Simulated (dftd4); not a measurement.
H3ClSi, charge -1, doublet, at the geometry of the source list (a state made from the parent by changing its charge; the spin is typed, not shown lowest); D4 for blyp (dftd4).

Here is a job for dftd4.
```
$ dftd4 mol.xyz --func blyp --charge -1 --json dftd4.json --noedisp --grad

# file mol.xyz
5

Si    -0.12910000    -0.00570000    -0.00460000
Cl     1.87810000     0.08360000     0.06760000
H     -0.50430000    -0.99840000    -1.00530000
H     -0.63000000     1.31380000    -0.37260000
H     -0.61480000    -0.39330000     1.31500000
```

Output, abridged:

```
                    ____  _____ _____     ____  _  _
      -------------|  _ \|  ___|_   _|---|  _ \| || |------------
     |             | | | | |_    | | ___ | | | | || |_           |
     |             | |_| |  _|   | ||___|| |_| |__   _|          |
     |             |____/|_|     |_|     |____/   |_|            |
     |             ===================================           |
     |            E. Caldeweyher, S. Ehlert & S. Grimme          |
     |          Mulliken Center for Theoretical Chemistry        |
     |                    University of Bonn                     |
      -----------------------------------------------------------

Rational (Becke-Johnson) damping: blyp-D4-ATM
---------------------
  s6         1.0000
  s8         2.3408
  s9         1.0000
  a1         0.4449
  a2         4.0933
 alp        16.0000
--------------------

Dispersion energy:      -9.2507608952942E-03 Eh

Gradient norm:           1.1840503557372E-03 Eh/a0
--------------------------------------------------
     #    Z           dE/dx      dE/dy      dE/dz
--------------------------------------------------
     1   14 Si   -5.473E-04 -2.442E-05 -1.973E-05
     2   17 Cl    1.004E-03  4.470E-05  3.613E-05
     3    1 H    -1.477E-04 -6.347E-05 -6.286E-05
     4    1 H    -1.551E-04  7.141E-05 -2.600E-05
     5    1 H    -1.542E-04 -2.822E-05  7.246E-05
--------------------------------------------------

Virial:
--------------------------------------------------
      component           x          y          z
--------------------------------------------------
          x       4.203E-03  1.729E-04  1.397E-04
          y       1.729E-04  3.253E-04  6.100E-06
          z       1.397E-04  6.100E-06  3.226E-04
--------------------------------------------------

[Info] Dispersion results written to 'dftd4.txt'
[Info] JSON dump of results written to 'dftd4.json'
```
